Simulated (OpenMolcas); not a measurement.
Mn3+ (d4) among equal point charges was computed by CASSCF with the d shell active (OpenMolcas, ANO-RCC-VTZP on the metal). Its lowest spin-free states, and all those of the highest spin:

```csv
2S+1,Degeneracy,E (cm-1)
5,1,0.0
5,1,658.4
5,2,7964
5,1,8318
3,1,17981
3,2,18240
3,1,23913
3,1,24229
3,2,24668
3,1,24877
3,1,25343
3,2,25543
```

Question: Is the site octahedral, tetrahedral or cube-like, axial, or of lower symmetry?

Answer: The states with 2S+1 = 5 have orbital degeneracies 1, 1, 2, 1. There are pairs but no triples, so the site is axial: not cubic, but with a proper or improper axis of order three or more. The run had Mn3+ among 6 point charges of -2 e arranged as a tetragonal octahedron (D4h), 1.68 Å from the ion, with the axial distance 1.663 Å. The active orbitals were held to one l.

Without dynamic correlation the repulsion within the d shell is too large (B by tens of per cent), so at a given field states of lower spin stand too high. This is an electrostatic model: the charges have no orbitals. No measured value stands beside these numbers.
